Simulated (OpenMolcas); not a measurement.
**Zn: effect of the basis set**

```
Program             : OpenMolcas 26.06
Method              : CASSCF
Active space        : 2 electrons in 8 orbitals (4s 4p 5s 5p)
State averaging     : 2S+1 = 3 even, 3 roots; 2S+1 = 1 even, 1 root; 2S+1 = 3 odd, 3 roots; 2S+1 = 1 odd, 3 roots
Spin-orbit coupling : state interaction with AMFI integrals over the reference wave functions, term energies averaged over their components
```

A. ANO-RCC-VTZP [6s5p3d2f1g], DKH2, point nucleus; cost of the order of 17 core-seconds
B. ANO-RCC-VQZP [7s6p4d3f2g1h], DKH2, point nucleus; cost roughly 30 core-seconds
C. ANO-RCC [10s9p8d6f4g2h], DKH2, point nucleus; cost about 120 core-seconds

Energies in cm-1 above 4s2 1S0, the measured ground level; measured values from NIST Handbook of Basic Atomic Spectroscopic Data.

| Level | A | B | C | Measured |
| --- | --- | --- | --- | --- |
| 4s2 1S0 | 0.0 | 0.0 | 0.0 | 0.0 |
| 4s 4p 3P* 0 | 29179 | 29248 | 29258 | 32311 |
| 4s 4p 3P* 1 | 29340 | 29404 | 29416 | 32501 |
| 4s 4p 3P* 2 | 29664 | 29719 | 29735 | 32890 |
| 4s 4p 1P* 1 | 50154 | 49123 | 48547 | 46745 |

Deviations, from unrounded energies. A percentage is the sum of absolute deviations over the sum of measured energies, with the sign that they share, or ± where signs differ.

```csv
Against measurement,Levels,A,B,C
mean absolute deviation (cm-1),4,3200,2900,2800
other configurations (%),4,±9.0,±8.1,±7.7
```

C lies closest to measurement on these levels and A furthest from it. The largest miss of C in the table is 4s 4p 3P* 2, by -3200 cm-1. The ranking rests on the paired levels alone, and a cruder setting can come out closer through cancelling errors.

Among A to C the level of the table that moves most is 4s 4p 1P* 1, by 1600 cm-1 (lowest in C, highest in A).

Without dynamic correlation excited terms often stand tens of per cent too high (terms of higher spin than the ground term too low), and those without a measured partner can miss by more than the paired ones. Active for correlation alone: 5p 5s; no level in the range computed is led by a configuration that fills them, so any true level of that kind is missing. Measured partners are found by configuration, term and J. A level has none where our copy of the source lacks it or the pairing is in doubt (some pairs that miss far off the trend of their configuration count as doubtful), and it then counts in no deviation. Levels of configurations outside the active space are missing. The table leaves out levels that lie high or whose names do not pair safely across all columns.

* marks odd parity.
